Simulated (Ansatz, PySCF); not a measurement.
This Ansatz (an electronic-structure program) input computes a PBE/def2-TZVPD energy:

Ansatz 0.2 input:
```yaml
crystal:
  periodic: [false, false, false]
  atoms:
    - {symbol: Si, position_ang: [-0.08942186, 0.09722192, -0.58423254]}
    - {symbol: Cl, position_ang: [0.15269672, 0.93373634, 1.33303770]}
    - {symbol: N, position_ang: [1.28922929, -0.90813076, -0.77726011]}
    - {symbol: N, position_ang: [-1.44447798, -0.91848380, -0.81010495]}
    - {symbol: H, position_ang: [1.40126330, -1.43766907, -1.62893994]}
    - {symbol: H, position_ang: [2.17594243, -0.62829898, -0.38718828]}
    - {symbol: H, position_ang: [-1.46825709, -1.84715507, -0.41188748]}
    - {symbol: H, position_ang: [-2.36614591, -0.53519966, -0.94281442]}
basis:
  gaussian:
    orbitals: def2-TZVPD
hamiltonian:
  xc: {name: PBE}
magnetization: {spin_polarized: true, initial_magnetization: 1}
output: {forces: true}
```

Problem. Write an input for the same energy in PySCF and say what it gives.

Solution. 
```python
from pyscf import gto, scf, dft

mol = gto.M(
    atom='''
    Si   -0.08942186    0.09722192   -0.58423254
    Cl    0.15269672    0.93373634    1.33303770
    N     1.28922929   -0.90813076   -0.77726011
    N    -1.44447798   -0.91848380   -0.81010495
    H     1.40126330   -1.43766907   -1.62893994
    H     2.17594243   -0.62829898   -0.38718828
    H    -1.46825709   -1.84715507   -0.41188748
    H    -2.36614591   -0.53519966   -0.94281442
    ''',
    basis='def2-tzvpd',
    charge=0,
    spin=1,
    verbose=4,
)

mf = dft.UKS(mol, xc='pbe').density_fit(auxbasis='def2-universal-jkfit')
mf.grids.level = 3
mf.conv_tol = 1e-9
mf.max_cycle = 100
mf.max_memory = 1500
mf.kernel()
if not mf.converged:
    mf = mf.newton()
    mf.kernel(mf.make_rdm1())
for _ in range(2):
    mo, _, stable, _ = mf.stability(return_status=True)
    if stable:
        break
    mf.kernel(mf.make_rdm1(mo, mf.mo_occ))
mf.analyze()
```
It gives -861.28335 Eh, and Ansatz -861.28325 Eh, a difference of 0.10 mEh, from the treatment of integrals and grids.

It need not be the lowest isomer of its formula.
